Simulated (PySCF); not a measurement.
CH9FO2Si3 (SMILES C[SiH2]O[SiH2]O[SiH2]F), singlet, geometry from GFN2-xTB, with bond 10-4 at 1.8 times its length; CASSCF(4,4)/STO-3G (PySCF).

Here is a job for PySCF.
```python
from pyscf import gto, scf, mcscf
import numpy

mol = gto.M(
    atom='''
Si    1.69557369   -0.90090071    0.60431312
F     3.29342048   -0.77203255    0.60921600
O     1.16377475    0.58926298    0.34742363
Si    0.09492592    1.69773104   -0.16549259
O    -1.24605055    0.96489924   -0.68005664
Si   -2.21788643   -0.31427696   -0.94412468
C    -2.32244509   -1.39676837    0.60937474
H     1.31571096   -1.31870788    1.94215449
H     1.36708758   -1.78759541   -0.49707550
H    -0.52772032    3.12890938    1.93680369
H     0.68980603    2.36755523   -1.31027933
H    -1.65744486   -1.06617194   -2.07076317
H    -3.49873010    0.31352328   -1.27196699
H    -2.66527960   -0.82315220    1.46689861
H    -1.35137191   -1.81537421    0.86399738
H    -3.01328129   -2.22304900    0.47071434
''',
    basis='sto-3g',
    verbose=4,
)

mf = scf.RHF(mol)
mf.kernel()
mc = mcscf.CASSCF(mf, 4, 4)
mc.fix_spin_(ss=0.0)
mc.kernel()
occ = numpy.linalg.eigvalsh(mc.fcisolver.make_rdm1(mc.ci, mc.ncas, mc.nelecas))[::-1]
ss = mc.fcisolver.spin_square(mc.ci, mc.ncas, mc.nelecas)[0]
print('natural occupations', occ.round(4), ' <S^2>', round(ss, 4))
```

Predict the main parts of the log of this PySCF run.


```
PySCF version 2.14.0

[INPUT] verbose = 4
[INPUT] num. atoms = 16
[INPUT] num. electrons = 82
[INPUT] charge = 0
[INPUT] spin (= nelec alpha-beta = 2S) = 0
[INPUT] symmetry False subgroup None
[INPUT] Mole.unit = angstrom
[INPUT] Symbol           X                Y                Z      unit          X                Y                Z       unit  Magmom
[...]
nuclear repulsion = 560.414504053739
number of shells = 36
number of NR pGTOs = 168
number of NR cGTOs = 56
basis = sto-3g
ecp = {}

******** <class 'pyscf.scf.hf.RHF'> ********
method = RHF
initial guess = minao
damping factor = 0
level_shift factor = 0
DIIS = <class 'pyscf.scf.diis.CDIIS'>
diis_start_cycle = 1
diis_space = 8
diis_damp = 0
SCF conv_tol = 1e-09
SCF conv_tol_grad = None
SCF max_cycles = 50
direct_scf = True
direct_scf_tol = 1e-13
Set gradient conv threshold to 3.16228e-05
Initial guess from minao.
init E= -1145.20044188252
[...]
cycle= 1 E= -1144.89448498122  delta_E= 0.306  |g|= 0.664  |ddm|= 4.59
[...]
cycle= 2 E= -1145.06568773262  delta_E= -0.171  |g|= 0.199  |ddm|= 1.32
[...]
cycle= 3 E= -1145.07945190926  delta_E= -0.0138  |g|= 0.0406  |ddm|= 0.315
[...]
cycle= 4 E= -1145.08040423082  delta_E= -0.000952  |g|= 0.0115  |ddm|= 0.102
[...]
cycle= 5 E= -1145.08049420337  delta_E= -9e-05  |g|= 0.00324  |ddm|= 0.0335
[...]
cycle= 6 E= -1145.0805013893  delta_E= -7.19e-06  |g|= 0.000747  |ddm|= 0.00888
[...]
cycle= 7 E= -1145.08050182015  delta_E= -4.31e-07  |g|= 0.00011  |ddm|= 0.00237
[...]
cycle= 8 E= -1145.08050183002  delta_E= -9.87e-09  |g|= 3.84e-05  |ddm|= 0.000303
[...]
cycle= 9 E= -1145.08050183114  delta_E= -1.12e-09  |g|= 1.07e-05  |ddm|= 0.000109
[...]
cycle= 10 E= -1145.08050183125  delta_E= -1.1e-10  |g|= 2.87e-06  |ddm|= 3.69e-05
[...]
Extra cycle  E= -1145.08050183125  delta_E= 4.55e-13  |g|= 1.2e-06  |ddm|= 6.92e-06
converged SCF energy = -1145.08050183125

******** <class 'pyscf.mcscf.mc1step.CASSCF'> ********
CAS (2e+2e, 4o), ncore = 39, nvir = 13
max_cycle_macro = 50
max_cycle_micro = 4
conv_tol = 1e-07
conv_tol_grad = None
orbital rotation max_stepsize = 0.02
orbital rotation threshold for CI restart = 0.01
augmented hessian ah_max_cycle = 30
augmented hessian ah_conv_tol = 1e-12
augmented hessian ah_linear dependence = 1e-14
augmented hessian ah_level shift = 1e-08
augmented hessian ah_start_tol = 2.5
augmented hessian ah_start_cycle = 3
augmented hessian ah_grad_trust_region = 3
kf_trust_region = 3
kf_interval = 4
ci_response_space = 4
ci_grad_trust_region = 3
with_dep4 0
natorb = False
canonicalization = True
sorting_mo_energy = False
ao2mo_level = 2
internal_rotation = False
******** <class 'pyscf.fci.addons.SpinPenaltyFCISolver'> ********
max. cycles = 50
conv_tol = 1e-08
davidson only = True
linear dependence = 1e-12
level shift = 0.001
max iter space = 12
nroots = 1
pspace_size = 400
spin = None
CASCI E = -1145.16024490704  S^2 = 0.0000000
Set conv_tol_grad to 0.000316228
macro iter   1 ( 21 JK    4 micro), CASSCF E = -1145.17260245802  dE = -1.23575510e-02  S^2 = 0.0000000
               |grad[o]|=0.0633  |grad[c]|=0.0173  |ddm|=0.0258  |maxRot[o]|=0.119
macro iter   2 ( 21 JK    4 micro), CASSCF E = -1145.17340304699  dE = -8.00588973e-04  S^2 = 0.0000000
               |grad[o]|=0.0141  |grad[c]|=0.0303  |ddm|=0.0388  |maxRot[o]|=0.264
macro iter   3 ( 21 JK    4 micro), CASSCF E = -1145.17602095432  dE = -2.61790732e-03  S^2 = 0.0000000
               |grad[o]|=0.0117  |grad[c]|=0.0155  |ddm|=0.0192  |maxRot[o]|=0.312
macro iter   4 ( 21 JK    4 micro), CASSCF E = -1145.17763886107  dE = -1.61790675e-03  S^2 = 0.0000000
               |grad[o]|=0.0105  |grad[c]|=0.00961  |ddm|=0.00513  |maxRot[o]|=0.194
macro iter   5 ( 21 JK    4 micro), CASSCF E = -1145.17920910350  dE = -1.57024243e-03  S^2 = 0.0000000
               |grad[o]|=0.00833  |grad[c]|=0.0157  |ddm|=0.00912  |maxRot[o]|=0.155
macro iter   6 ( 21 JK    4 micro), CASSCF E = -1145.18104117463  dE = -1.83207113e-03  S^2 = 0.0000000
[...]
macro iter  10 ( 10 JK    3 micro), CASSCF E = -1145.18175537555  dE = -3.92795297e-04  S^2 = 0.0000000
               |grad[o]|=0.00495  |grad[c]|=0.00328  |ddm|=0.00131  |maxRot[o]|=0.0332
macro iter  11 ( 21 JK    4 micro), CASSCF E = -1145.18176691615  dE = -1.15406069e-05  S^2 = 0.0000000
               |grad[o]|=0.00425  |grad[c]|=0.0112  |ddm|=0.0057  |maxRot[o]|=0.00662
macro iter  12 ( 21 JK    4 micro), CASSCF E = -1145.18173347997  dE =  3.34361850e-05  S^2 = 0.0000000
               |grad[o]|=0.00414  |grad[c]|=0.0145  |ddm|=0.0079  |maxRot[o]|=0.00879
macro iter  13 ( 20 JK    4 micro), CASSCF E = -1145.18234842740  dE = -6.14947435e-04  S^2 = 0.0000000
               |grad[o]|=0.00433  |grad[c]|=0.00413  |ddm|=0.00181  |maxRot[o]|=0.056
macro iter  14 ( 12 JK    3 micro), CASSCF E = -1145.18240617950  dE = -5.77520989e-05  S^2 = 0.0000000
               |grad[o]|=0.00337  |grad[c]|=0.000358  |ddm|=0.000311  |maxRot[o]|=0.00544
macro iter  15 ( 21 JK    4 micro), CASSCF E = -1145.18239861017  dE =  7.56933059e-06  S^2 = 0.0000000
               |grad[o]|=0.00324  |grad[c]|=0.0103  |ddm|=0.00591  |maxRot[o]|=0.00472
macro iter  16 ( 17 JK    4 micro), CASSCF E = -1145.18280780787  dE = -4.09197695e-04  S^2 = 0.0000000
               |grad[o]|=0.00333  |grad[c]|=0.00804  |ddm|=0.00484  |maxRot[o]|=0.0491
macro iter  17 ( 21 JK    4 micro), CASSCF E = -1145.18281280166  dE = -4.99379166e-06  S^2 = 0.0000000
               |grad[o]|=0.00253  |grad[c]|=0.00471  |ddm|=0.00285  |maxRot[o]|=0.00574
macro iter  18 ( 21 JK    4 micro), CASSCF E = -1145.18280492781  dE =  7.87384784e-06  S^2 = 0.0000000
               |grad[o]|=0.00253  |grad[c]|=0.00957  |ddm|=0.00583  |maxRot[o]|=0.00464
macro iter  19 ( 15 JK    3 micro), CASSCF E = -1145.18296210207  dE = -1.57174255e-04  S^2 = 0.0000000
               |grad[o]|=0.00265  |grad[c]|=0.00183  |ddm|=0.00116  |maxRot[o]|=0.0225
macro iter  20 ( 21 JK    4 micro), CASSCF E = -1145.18296336735  dE = -1.26528084e-06  S^2 = 0.0000000
               |grad[o]|=0.00219  |grad[c]|=0.00448  |ddm|=0.00281  |maxRot[o]|=0.00166
macro iter  21 ( 21 JK    4 micro), CASSCF E = -1145.18295622582  dE =  7.14152452e-06  S^2 = 0.0000000
               |grad[o]|=0.00219  |grad[c]|=0.00934  |ddm|=0.00582  |maxRot[o]|=0.00513
macro iter  22 ( 21 JK    4 micro), CASSCF E = -1145.18314247961  dE = -1.86253783e-04  S^2 = 0.0000000
               |grad[o]|=0.00233  |grad[c]|=0.00135  |ddm|=0.00072  |maxRot[o]|=0.033
macro iter  23 ( 21 JK    4 micro), CASSCF E = -1145.18314300079  dE = -5.21180255e-07  S^2 = 0.0000000
               |grad[o]|=0.00162  |grad[c]|=0.00435  |ddm|=0.0029  |maxRot[o]|=0.00162
macro iter  24 (  7 JK    2 micro), CASSCF E = -1145.18330921338  dE = -1.66212593e-04  S^2 = 0.0000000
               |grad[o]|=0.00166  |grad[c]|=0.00668  |ddm|=0.00462  |maxRot[o]|=0.0468
macro iter  25 (  5 JK    1 micro), CASSCF E = -1145.18337019545  dE = -6.09820695e-05  S^2 = 0.0000000
               |grad[o]|=0.00075  |grad[c]|=0.00715  |ddm|=0.00505  |maxRot[o]|=0.0491
macro iter  26 (  6 JK    2 micro), CASSCF E = -1145.18337133584  dE = -1.14038858e-06  S^2 = 0.0000000
               |grad[o]|=0.000419  |grad[c]|=7.12e-05  |ddm|=0.000532  |maxRot[o]|=0.00643
macro iter  27 (  6 JK    1 micro), CASSCF E = -1145.18337153340  dE = -1.97567942e-07  S^2 = 0.0000000
               |grad[o]|=6.4e-05  |grad[c]|=0.000133  |ddm|=7.41e-05  |maxRot[o]|=0.00296
macro iter  28 (  1 JK    1 micro), CASSCF E = -1145.18337153356  dE = -1.52340363e-10  S^2 = 0.0000000
               |grad[o]|=2.22e-05  |grad[c]|=1.21e-05  |ddm|=1.98e-05  |maxRot[o]|=    0
1-step CASSCF converged in  28 macro (473 JK  96 micro) steps
CASSCF canonicalization
Density matrix diagonal elements [1.98790895 1.58858138 0.41182382 0.01168585]
CASSCF energy = -1145.18337153356
CASCI E = -1145.18337153356  E(CI) = -3.71178329164900  S^2 = 0.0000000
natural occupations [1.9883 1.5939 0.4064 0.0114]  <S^2> 0.0
```
